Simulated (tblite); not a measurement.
C2H11NSeSi4.
Atom-mapped SMILES: `[N:1]#[C:2][Si@:3]([SiH3:4])([CH2:5][SiH3:6])[Se:7][SiH3:8]` (hydrogens: H9, H10, H11 on Si4; H12, H13 on C5; H14, H15, H16 on Si6; H17, H18, H19 on Si8)

Computed with GFN2-xTB (tblite), gas phase: L-BFGS steps from a force-field or distance-geometry start until the largest atomic force falls under 0.01 eV/Å.

Step 38: E = -622.9318 eV
```
atom  x, y, z in Å  |  force x, y, z in eV/Å
N1      1.7473    0.7018    3.0144    0.015  -0.015   0.046
C2      1.0253    0.6735    2.1247   -0.021   0.004  -0.032
Si3    -0.1096    0.6726    0.6264   -0.009   0.002   0.010
Si4    -1.9281    2.1114    0.9025    0.023  -0.004  -0.005
C5     -0.5336   -1.1690    0.3441   -0.013  -0.019  -0.009
Si6    -1.4376   -1.5233   -1.2970   -0.017  -0.013  -0.036
Se7     1.3466    1.3658   -1.0765   -0.005  -0.011   0.017
Si8     2.9495   -0.2516   -1.0332   -0.014   0.023  -0.013
H9     -1.5270    3.4743    1.2389    0.009   0.014  -0.007
H10    -2.7440    1.5892    2.0011    0.010  -0.009   0.014
H11    -2.7662    2.1340   -0.2952    0.011   0.017  -0.023
H12     0.3788   -1.7659    0.3766    0.015  -0.002   0.006
H13    -1.1511   -1.5131    1.1732   -0.017   0.011   0.019
H14    -0.5697   -1.1736   -2.4203    0.000  -0.011   0.004
H15    -1.7641   -2.9498   -1.3444    0.005   0.004   0.002
H16    -2.6611   -0.7176   -1.3413    0.006  -0.016   0.022
H17     3.9299    0.2249   -1.9923    0.027   0.011  -0.017
H18     2.3371   -1.5074   -1.4594   -0.016  -0.007  -0.022
H19     3.4678   -0.3670    0.3219   -0.010   0.023   0.025
```

Step 39: E = -622.9321 eV
```
atom  x, y, z in Å  |  force x, y, z in eV/Å
N1      1.7452    0.6980    3.0169    0.000  -0.016   0.022
C2      1.0258    0.6722    2.1248   -0.013   0.005  -0.014
Si3    -0.1091    0.6734    0.6258   -0.012  -0.029   0.019
Si4    -1.9278    2.1124    0.9017    0.021  -0.008   0.003
C5     -0.5334   -1.1698    0.3447   -0.017  -0.005  -0.011
Si6    -1.4384   -1.5246   -1.2965   -0.007  -0.008  -0.027
Se7     1.3462    1.3661   -1.0762   -0.008   0.003   0.006
Si8     2.9491   -0.2495   -1.0342   -0.008   0.013  -0.013
H9     -1.5226    3.4744    1.2384    0.004   0.011  -0.007
H10    -2.7446    1.5903    2.0006    0.018  -0.003   0.003
H11    -2.7658    2.1365   -0.2962    0.013   0.017  -0.020
H12     0.3791   -1.7680    0.3761   -0.007   0.013   0.016
H13    -1.1524   -1.5110    1.1744    0.002   0.008   0.006
H14    -0.5702   -1.1746   -2.4195   -0.001  -0.012   0.004
H15    -1.7628   -2.9514   -1.3425    0.003  -0.001   0.000
H16    -2.6630   -0.7206   -1.3423    0.007  -0.015   0.025
H17     3.9302    0.2275   -1.9919    0.029   0.014  -0.020
H18     2.3384   -1.5055   -1.4609   -0.019  -0.011  -0.025
H19     3.4664   -0.3664    0.3208   -0.006   0.024   0.033
```

Step 40: E = -622.9324 eV
```
atom  x, y, z in Å  |  force x, y, z in eV/Å
N1      1.7429    0.6948    3.0198   -0.019  -0.015  -0.007
C2      1.0266    0.6711    2.1248    0.001   0.005   0.013
Si3    -0.1083    0.6735    0.6256   -0.014  -0.050   0.022
Si4    -1.9268    2.1128    0.9009    0.013  -0.006   0.007
C5     -0.5332   -1.1708    0.3451   -0.018   0.006  -0.010
Si6    -1.4392   -1.5258   -1.2963    0.006  -0.003  -0.010
Se7     1.3453    1.3667   -1.0762   -0.011   0.015  -0.003
Si8     2.9483   -0.2472   -1.0353    0.006  -0.001  -0.010
H9     -1.5182    3.4742    1.2375   -0.002   0.004  -0.008
H10    -2.7444    1.5906    2.0001    0.026   0.004  -0.008
H11    -2.7650    2.1385   -0.2976    0.020   0.016  -0.011
H12     0.3790   -1.7704    0.3761   -0.027   0.025   0.023
H13    -1.1536   -1.5087    1.1757    0.017   0.002  -0.008
H14    -0.5706   -1.1753   -2.4186    0.000  -0.011  -0.001
H15    -1.7618   -2.9525   -1.3411    0.000  -0.009  -0.002
H16    -2.6644   -0.7232   -1.3426    0.004  -0.011   0.025
H17     3.9311    0.2298   -1.9920    0.022   0.012  -0.015
H18     2.3386   -1.5040   -1.4624   -0.017  -0.005  -0.024
H19     3.4641   -0.3647    0.3206   -0.007   0.024   0.026
```

Problem. Estimate the geometry and energy of step 41. (The exact step hangs on the optimiser's Hessian estimate; all steps are aligned on step 40, rigid shifts and turns removed.)

Solution. E = -622.9328 eV, largest force 0.060 eV/Å
```
atom  x, y, z in Å  |  force x, y, z in eV/Å
N1      1.7400    0.6907    3.0233   -0.037  -0.013  -0.036
C2      1.0274    0.6699    2.1250    0.016   0.001   0.043
Si3    -0.1076    0.6727    0.6258   -0.014  -0.056   0.017
Si4    -1.9252    2.1132    0.8999    0.003   0.000   0.006
C5     -0.5335   -1.1719    0.3453   -0.018   0.014  -0.008
Si6    -1.4401   -1.5273   -1.2964    0.016  -0.002   0.011
Se7     1.3440    1.3678   -1.0763   -0.012   0.022  -0.010
Si8     2.9474   -0.2444   -1.0368    0.023  -0.017  -0.004
H9     -1.5131    3.4742    1.2363   -0.007  -0.004  -0.008
H10    -2.7437    1.5910    1.9994    0.031   0.010  -0.017
H11    -2.7636    2.1412   -0.2994    0.028   0.014   0.002
H12     0.3784   -1.7728    0.3765   -0.042   0.032   0.027
H13    -1.1548   -1.5060    1.1772    0.026  -0.008  -0.019
H14    -0.5710   -1.1764   -2.4177    0.003  -0.009  -0.008
H15    -1.7607   -2.9541   -1.3396   -0.003  -0.018  -0.005
H16    -2.6660   -0.7266   -1.3425   -0.001  -0.006   0.024
H17     3.9325    0.2326   -1.9923    0.009   0.008  -0.004
H18     2.3386   -1.5023   -1.4646   -0.011   0.007  -0.021
H19     3.4612   -0.3623    0.3209   -0.011   0.024   0.009
```

The energy changes by -0.0004 eV. The first-order estimate −F·Δx gives -0.0005 eV and the mean of the old and new forces, exact on a quadratic surface, -0.0004 eV. The step makes an angle of 72° with the force vector and moves no atom by more than 0.006 Å.

The cost below is that of the whole relaxation. Hardware: one thread of an Arm Neoverse V2 (shared host). Cost: 0.95 s wall.
